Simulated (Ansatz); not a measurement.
The same path of C2H3Cl2FSi (9 atoms, charge 0, multiplicity 1) was run twice with different band settings. The coordinate that changes most is the dihedral F1–C2–C3–Si4.

Level of theory: RKS PBE0/6-31G in Ansatz 0.2.0.

Relaxed end points:

```xyz
9
Properties=species:S:1:pos:R:3
F -0.655 -2.094 -0.387
C 0.425 -1.355 -0.832
C 0.615 -0.095 -0.454
Si -0.524 0.828 0.701
Cl -1.241 2.599 -0.327
Cl 0.637 1.495 2.408
H 1.051 -1.938 -1.497
H 1.484 0.429 -0.839
H -1.704 0.084 1.211
```

```xyz
9
Properties=species:S:1:pos:R:3
F 1.063 -2.129 -1.581
C 0.282 -1.372 -0.741
C 0.589 -0.111 -0.442
Si -0.496 0.876 0.701
Cl -1.231 2.640 -0.318
Cl 0.647 1.537 2.417
H -0.572 -1.936 -0.383
H 1.478 0.348 -0.865
H -1.671 0.101 1.195
```

Common settings: spring 5.0 eV/Å²; optimiser quadratic models (default); start path through a guess of the saddle point; force threshold 0.03 eV/Å; end points relaxed.

| run | movable images | climbing image | iteration limit |
| --- | --- | --- | --- |
| 1 | 5 | yes | 54 |
| 2 | 2 | no | 60 |

**Question.** What does each run give, and how far can it be trusted?

**Answer.** Run 1: converged after 16 iterations, highest image 3.022 eV above the first end. Neighbouring images differ by up to 2.4 eV, so the band resolves the path poorly. A vibrational analysis at the climbing image gives one clearly imaginary mode, 2487i cm⁻¹: a first-order saddle point.
Run 2: converged after 8 iterations, highest image 1.173 eV above the first end. No image climbed, so the highest image needn't sit at the top of the path. A band with more images between the same ends climbed to 3.02 eV, so this one has probably stepped over the top. So few images can step over the top or miss a turn of the path.
Limits of this set-up: no polarisation functions.
